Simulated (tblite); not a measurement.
Calculated harmonic vibrations of the isolated species, GFN2-xTB (tblite), most abundant isotopes, no scaling. The method is semi-empirical: single wavenumbers can be off by several per cent or more. Modes of hydrogen on boron, phosphorus and silicon can be 10 to 20 % off. One conformer each. Thermal functions are those of the rigid rotor and harmonic oscillator, without mixing of conformers.

Task: Order these by their zero-point energy, highest first (kcal/mol).
A. `[H]/N=C\CNC[SiH2]C#N`
B. `BCBO[C@@H](C)CCl`
C. `CN(C)C(=O)[SiH2][SiH2]P`
D. `CO[C@H]1OC=C1Cl`
E. `CCn1cpc(F)n1`
F. `O=CC1=C[C@H](F)O1`

Result: B (92.8), C (87.8), A (79.1), E (63.7), D (52.4), F (38.8).

| SMILES | atoms | mass (u) | symmetry number | modes under 300 cm⁻¹ | ZPE (kcal/mol) | S translation (cal/(mol K)) | S rotation | S vibration | S | Cp |
| --- | --- | --- | --- | --- | --- | --- | --- | --- | --- | --- |
| BCBO[C@@H](C)CCl | 19 | 132.07 | 1 | 9 | 92.8 | 40.6 | 29.6 | 33.4 | 103.6 | 39.5 |
| CN(C)C(=O)[SiH2][SiH2]P | 20 | 165.02 | 1 | 10 | 87.8 | 41.2 | 30.6 | 45.9 | 117.7 | 49.3 |
| [H]/N=C\CNC[SiH2]C#N | 17 | 127.06 | 1 | 8 | 79.1 | 40.5 | 29.5 | 33.4 | 103.4 | 38.3 |
| CCn1cpc(F)n1 | 14 | 132.03 | 1 | 5 | 63.7 | 40.6 | 28.8 | 20.0 | 89.3 | 30.1 |
| CO[C@H]1OC=C1Cl | 12 | 120.00 | 1 | 5 | 52.4 | 40.3 | 28.3 | 16.6 | 85.1 | 26.6 |
| O=CC1=C[C@H](F)O1 | 10 | 102.01 | 1 | 3 | 38.8 | 39.8 | 27.1 | 13.0 | 79.9 | 23.5 |

Entropies and Cp are for 298.15 K and 1 bar.
